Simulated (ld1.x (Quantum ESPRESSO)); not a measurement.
# Which change was made? (Rb, TM)

rubidium, norm-conserving Troullier–Martins (Kleinman–Bylander form), made with ld1.x (Quantum ESPRESSO) 7.5 (PBE, scalar-relativistic). Core [Kr], reference 5s1 5p0. Waves: 5s (bound): rc 4.20 bohr; 5p (bound, empty): rc 4.15 bohr; 4d channel at 0.05 Ry: rc 3.65 bohr. Local part: the d channel. Core correction: Bessel-smoothed model core inside 3.05 bohr.

Cutoffs, loose and tight: the cutoffs (Ry, on a coarse ladder) from which the occupation-weighted sum of valence levels, in a spherical-Bessel basis at the reference potential, stays within 10 and 1 mRy of its value at 400 Ry. They do not see the model core or the augmentation charge, which bear on the density cutoff. Test errors are all-electron minus pseudo excitation energies from the reference, over the configurations 5s0.5 5p0; 5s0 5p1; variants that change the core or the reference have their own tests.

The base gives: outcome: generated; cutoff, loose: 6 Ry; cutoff, tight: 6 Ry; bound ghosts: s; largest test error (meV): -2.1.

Problem. After one change the result is: outcome: generated; cutoff, loose: 8 Ry; cutoff, tight: 12 Ry; bound ghosts: s; largest test error (meV): -3.8. Which change was it?
A. wave 5s (bound): rc 4.20 bohr becomes 5s (bound): rc 5.46 bohr
B. wave 5s (bound): rc 4.20 bohr becomes 5s (bound): rc 6.28 bohr
C. wave 5s (bound): rc 4.20 bohr becomes 5s (bound): rc 2.72 bohr

Solution. C. The others give: wave 5s (bound): rc 4.20 bohr becomes 5s (bound): rc 5.46 bohr → outcome: generated; cutoff, loose: 6 Ry; cutoff, tight: 6 Ry; bound ghosts: s; largest test error (meV): -8.7 | wave 5s (bound): rc 4.20 bohr becomes 5s (bound): rc 6.28 bohr → outcome: generated; cutoff, loose: 6 Ry; cutoff, tight: 6 Ry; bound ghosts: s; largest test error (meV): -22.
